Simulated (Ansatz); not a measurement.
The cluster Na₆Cd⁺. The state is a doublet with charge 1. Geometry PBE/def2-SVP; atoms count from 1.

```xyz
7

Cd    0.0946   -1.1746    0.4976
Na    2.3431   -2.0611   -1.2758
Na   -2.4423   -0.3465   -1.2407
Na   -2.1102   -0.8206    2.4976
Na    0.7345    1.1898   -2.1200
Na    2.3907    0.9811    0.9719
Na   -1.0105    2.2318    0.6694
```

In the def2 sets Cd takes a core potential; there is no spin–orbit coupling. The structure comes from a short search, and lower isomers may exist.

Problem. Estimate the Mulliken populations from the PBE0/def2-TZVP orbitals of Ansatz.

Solution. 
```csv
atom,charge (e),spin (α − β),d electrons
Cd1,-0.15,0.30,9.97
Na2,0.25,0.03,–
Na3,0.19,0.28,–
Na4,0.25,0.03,–
Na5,0.13,0.05,–
Na6,0.19,0.28,–
Na7,0.13,0.05,–
```
Mulliken values and Mayer orders depend strongly on the basis.

Problem. Where does the spin sit?

Solution. Summed by element: Cd 0.30, Na 0.70, of 1 unpaired in all. Largest on single atoms: Cd1 0.30, Na6 0.28, Na3 0.28.

Problem. And the Mayer bond orders between bonded heavy atoms (over 0.3)?

Solution. Cd1–Na2 0.48 (3.00 Å); Cd1–Na3 0.32 (3.18 Å); Cd1–Na4 0.48 (3.00 Å); Cd1–Na6 0.32 (3.18 Å).
